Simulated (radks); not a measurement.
The numbers below are computed, except where a source is named.
Ga2+, configuration [Ar] 3d10 4f1 (not the ground configuration).

Level of theory: scalar-relativistic Kohn-Sham, PBE, spin-polarised, spherical densities, finite nucleus; open shells are filled with parallel spins first; Fermi nuclear charge, rms radius 3.9973 fm (a radial shooting solver on a logarithmic mesh with Libxc functionals).

Energy parts (eV):
total: -52846.802
kinetic: 53746.001
electron-nucleus: -126558.379
Hartree: 22001.204
exchange-correlation: -2035.628

Orbitals (lengths in bohr, moments of r in powers of bohr; r(max) is where P^2 peaks; r(90%) holds 90 % of the orbital's charge):
[
 {"orbital": "1s down", "occ.": "1", "eigenvalue (eV)": "-10258.76", "r(max)": "0.03178", "r(90%)": "0.0868", "<r>": "0.04860", "<1/r>": "31.30"},
 {"orbital": "1s up", "occ.": "1", "eigenvalue (eV)": "-10258.76", "r(max)": "0.03178", "r(90%)": "0.0868", "<r>": "0.04860", "<1/r>": "31.30"},
 {"orbital": "2s down", "occ.": "1", "eigenvalue (eV)": "-1290.513", "r(max)": "0.1824", "r(90%)": "0.337", "<r>": "0.2178", "<1/r>": "6.846"},
 {"orbital": "2s up", "occ.": "1", "eigenvalue (eV)": "-1290.512", "r(max)": "0.1824", "r(90%)": "0.337", "<r>": "0.2178", "<1/r>": "6.846"},
 {"orbital": "2p down", "occ.": "3", "eigenvalue (eV)": "-1127.100", "r(max)": "0.1464", "r(90%)": "0.312", "<r>": "0.1907", "<1/r>": "6.715"},
 {"orbital": "2p up", "occ.": "3", "eigenvalue (eV)": "-1127.099", "r(max)": "0.1464", "r(90%)": "0.312", "<r>": "0.1907", "<1/r>": "6.715"},
 {"orbital": "3s down", "occ.": "1", "eigenvalue (eV)": "-176.5255", "r(max)": "0.5647", "r(90%)": "0.976", "<r>": "0.6519", "<1/r>": "2.183"},
 {"orbital": "3s up", "occ.": "1", "eigenvalue (eV)": "-176.5238", "r(max)": "0.5647", "r(90%)": "0.976", "<r>": "0.6519", "<1/r>": "2.183"},
 {"orbital": "3p down", "occ.": "3", "eigenvalue (eV)": "-127.2540", "r(max)": "0.5671", "r(90%)": "1.05", "<r>": "0.6786", "<1/r>": "2.030"},
 {"orbital": "3p up", "occ.": "3", "eigenvalue (eV)": "-127.2532", "r(max)": "0.5671", "r(90%)": "1.05", "<r>": "0.6787", "<1/r>": "2.030"},
 {"orbital": "3d up", "occ.": "5", "eigenvalue (eV)": "-47.2513", "r(max)": "0.5334", "r(90%)": "1.34", "<r>": "0.7878", "<1/r>": "1.670"},
 {"orbital": "3d down", "occ.": "5", "eigenvalue (eV)": "-47.2447", "r(max)": "0.5334", "r(90%)": "1.34", "<r>": "0.7874", "<1/r>": "1.671"},
 {"orbital": "4f up", "occ.": "1", "eigenvalue (eV)": "-6.4456", "r(max)": "5.269", "r(90%)": "8.30", "<r>": "5.790", "<1/r>": "0.1939"}
]

The highest occupied level is 4f up at -6.446 eV. Spin moment in Bohr magnetons: 1. The electron density at the nucleus is 2.853e+04 e/bohr^3 (large components only). The spin density at the nucleus is -0.004177 e/bohr^3 (1s 0.000194, 2s 0.002315, 3s -0.006686). The density falls to 0.001 e/bohr^3 at r = 2.82 bohr. Summed over all electrons, <r^2> = 49.71 bohr^2, which gives a Langevin (diamagnetic) susceptibility term of -39.4 x 10^-6 cm^3/mol.
